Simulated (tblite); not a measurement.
Compound: C4H12AsNSi.
Bonds: C1–C2 (double), C2–C3, C3–As4, As4–C5, As4–Si6, Si6–N7. Hydrogens: H8, H9 on C1; H10 on C2; H11, H12 on C3; H13, H14, H15 on C5; H16, H17 on Si6; H18, H19 on N7.

Computed with GFN2-xTB (tblite), gas phase: L-BFGS steps from a force-field or distance-geometry start until the largest atomic force falls under 0.01 eV/Å.

Step 98: E = -589.7996 eV
```
atom  x, y, z in Å  |  force x, y, z in eV/Å
C1      2.1826   -0.8585    1.6955    0.022  -0.002  -0.025
C2      1.4188   -0.8831    0.6146    0.030  -0.009  -0.008
C3      1.3515    0.1996   -0.3959    0.019   0.009   0.000
As4    -0.2496    1.3761   -0.0854    0.001  -0.014   0.012
C5     -0.4841    1.9085   -1.9774    0.017  -0.010   0.007
Si6    -1.8291   -0.3430   -0.0606   -0.015  -0.027   0.019
N7     -1.7671   -1.0809    1.4938   -0.024  -0.018   0.192
H8      2.1614   -1.6488    2.4280    0.036  -0.008  -0.033
H9      2.8750   -0.0514    1.8819   -0.066   0.019   0.023
H10     0.7581   -1.7254    0.4419   -0.003   0.036   0.017
H11     1.2691   -0.2076   -1.4067    0.013  -0.035   0.026
H12     2.2434    0.8303   -0.3426    0.031  -0.008  -0.020
H13     0.3538    2.5382   -2.2837   -0.030  -0.003  -0.016
H14    -0.5260    1.0439   -2.6402   -0.005   0.010   0.017
H15    -1.4006    2.4850   -2.1013    0.016  -0.012   0.017
H16    -1.5922   -1.3905   -1.0832   -0.017   0.008  -0.013
H17    -3.2041    0.1280   -0.2892   -0.002   0.022   0.009
H18    -2.5966   -1.3582    1.9956    0.209   0.034  -0.114
H19    -0.9738   -0.9531    2.1074   -0.233   0.009  -0.109
```

Step 99: E = -589.8012 eV
```
atom  x, y, z in Å  |  force x, y, z in eV/Å
C1      2.1830   -0.8543    1.6976    0.017  -0.001  -0.016
C2      1.4218   -0.8832    0.6154    0.023  -0.011  -0.021
C3      1.3532    0.1975   -0.3971    0.017   0.008  -0.003
As4    -0.2474    1.3750   -0.0855    0.011  -0.014   0.015
C5     -0.4831    1.9082   -1.9767    0.009  -0.008   0.008
Si6    -1.8303   -0.3413   -0.0599   -0.020  -0.018  -0.001
N7     -1.7710   -1.0868    1.4900   -0.047  -0.016   0.054
H8      2.1655   -1.6435    2.4313    0.031  -0.013  -0.031
H9      2.8681   -0.0420    1.8851   -0.045   0.030   0.026
H10     0.7652   -1.7282    0.4414   -0.006   0.028   0.017
H11     1.2687   -0.2130   -1.4063    0.008  -0.034   0.021
H12     2.2463    0.8270   -0.3487    0.023  -0.006  -0.012
H13     0.3540    2.5376   -2.2845   -0.018   0.003  -0.015
H14    -0.5275    1.0448   -2.6404   -0.004  -0.001   0.014
H15    -1.3992    2.4857   -2.0984    0.009  -0.008   0.016
H16    -1.5979   -1.3867   -1.0852   -0.015   0.006  -0.018
H17    -3.2045    0.1345   -0.2825   -0.002   0.023   0.007
H18    -2.5967   -1.3498    1.9985    0.051  -0.012  -0.063
H19    -0.9781   -0.9724    2.0983   -0.042   0.043   0.004
```

Step 100: E = -589.8022 eV
```
atom  x, y, z in Å  |  force x, y, z in eV/Å
C1      2.1830   -0.8558    1.6950    0.015   0.005  -0.012
C2      1.4186   -0.8864    0.6152    0.029  -0.013  -0.027
C3      1.3497    0.1948   -0.3970    0.019   0.003  -0.008
As4    -0.2503    1.3726   -0.0852    0.017  -0.014   0.014
C5     -0.4797    1.9121   -1.9755    0.003  -0.008   0.010
Si6    -1.8318   -0.3452   -0.0609   -0.015  -0.009  -0.008
N7     -1.7699   -1.0808    1.4932    0.039   0.009   0.020
H8      2.1706   -1.6423    2.4315    0.025  -0.013  -0.039
H9      2.8655   -0.0401    1.8769   -0.036   0.028   0.036
H10     0.7623   -1.7313    0.4406   -0.005   0.026   0.026
H11     1.2642   -0.2160   -1.4059    0.004  -0.037   0.013
H12     2.2443    0.8222   -0.3508    0.017   0.000  -0.006
H13     0.3575    2.5445   -2.2768   -0.020   0.002  -0.016
H14    -0.5201    1.0521   -2.6438   -0.001  -0.007   0.016
H15    -1.3966    2.4878   -2.0986    0.007  -0.002   0.017
H16    -1.5949   -1.3944   -1.0812   -0.018   0.006  -0.018
H17    -3.2074    0.1254   -0.2867    0.000   0.023   0.003
H18    -2.5910   -1.3593    1.9957   -0.042  -0.043  -0.014
H19    -0.9836   -0.9509    2.1071   -0.037   0.044  -0.006
```

Step 101: E = -589.8033 eV
```
atom  x, y, z in Å  |  force x, y, z in eV/Å
C1      2.1831   -0.8600    1.6885    0.011   0.016  -0.004
C2      1.4118   -0.8925    0.6139    0.035  -0.010  -0.033
C3      1.3426    0.1898   -0.3972    0.022  -0.004  -0.019
As4    -0.2571    1.3681   -0.0855    0.033  -0.016   0.007
C5     -0.4729    1.9206   -1.9738   -0.004  -0.009   0.006
Si6    -1.8346   -0.3533   -0.0629   -0.010  -0.008  -0.006
N7     -1.7652   -1.0646    1.5018   -0.021  -0.003   0.032
H8      2.1792   -1.6416    2.4304    0.015  -0.019  -0.051
H9      2.8624   -0.0398    1.8605   -0.018   0.027   0.051
H10     0.7537   -1.7359    0.4402   -0.002   0.021   0.039
H11     1.2559   -0.2213   -1.4057   -0.002  -0.039   0.003
H12     2.2403    0.8137   -0.3536    0.001   0.009   0.001
H13     0.3640    2.5600   -2.2614   -0.023  -0.003  -0.015
H14    -0.5041    1.0681   -2.6521    0.004  -0.016   0.026
H15    -1.3911    2.4930   -2.1003    0.000   0.007   0.019
H16    -1.5872   -1.4128   -1.0711   -0.025   0.015  -0.011
H17    -3.2144    0.1040   -0.2968    0.015   0.022   0.000
H18    -2.5813   -1.3844    1.9901    0.002  -0.033  -0.032
H19    -0.9947   -0.9020    2.1276   -0.033   0.043  -0.014
```

**Question.** Estimate the geometry and energy of step 102. (The exact step hangs on the optimiser's Hessian estimate; all steps are aligned on step 101, rigid shifts and turns removed.)

**Answer.** E = -589.8041 eV, largest force 0.097 eV/Å
```
atom  x, y, z in Å  |  force x, y, z in eV/Å
C1      2.1834   -0.8603    1.6855    0.010   0.021   0.002
C2      1.4106   -0.8946    0.6122    0.031  -0.005  -0.017
C3      1.3409    0.1880   -0.3980    0.020  -0.014  -0.023
As4    -0.2588    1.3651   -0.0837    0.035  -0.017  -0.004
C5     -0.4695    1.9227   -1.9712   -0.015  -0.005   0.007
Si6    -1.8366   -0.3575   -0.0639    0.005   0.007  -0.005
N7     -1.7647   -1.0608    1.5043    0.080   0.032   0.023
H8      2.1835   -1.6409    2.4283    0.012  -0.018  -0.050
H9      2.8588   -0.0362    1.8554   -0.010   0.016   0.051
H10     0.7499   -1.7362    0.4400    0.010   0.012   0.039
H11     1.2520   -0.2250   -1.4054   -0.002  -0.030  -0.007
H12     2.2402    0.8098   -0.3562   -0.009   0.013   0.000
H13     0.3664    2.5648   -2.2551   -0.017  -0.003  -0.012
H14    -0.4978    1.0729   -2.6528    0.007  -0.025   0.025
H15    -1.3883    2.4937   -2.0990   -0.007   0.012   0.021
H16    -1.5863   -1.4193   -1.0691   -0.028   0.015  -0.007
H17    -3.2165    0.0986   -0.3010    0.016   0.020  -0.002
H18    -2.5767   -1.3931    1.9873   -0.062  -0.062   0.010
H19    -1.0001   -0.8825    2.1351   -0.075   0.032  -0.052
```

The energy changes by -0.0008 eV. The first-order estimate −F·Δx gives -0.0011 eV and the mean of the old and new forces, exact on a quadratic surface, -0.0008 eV. The step makes an angle of 78° with the force vector and moves no atom by more than 0.022 Å.

What follows is the cost of the whole relaxation. Time: 3.1 s of wall time. Hardware: an Arm Neoverse N1 with one thread, shared host with 64 logical CPUs at a one-minute load of 54.
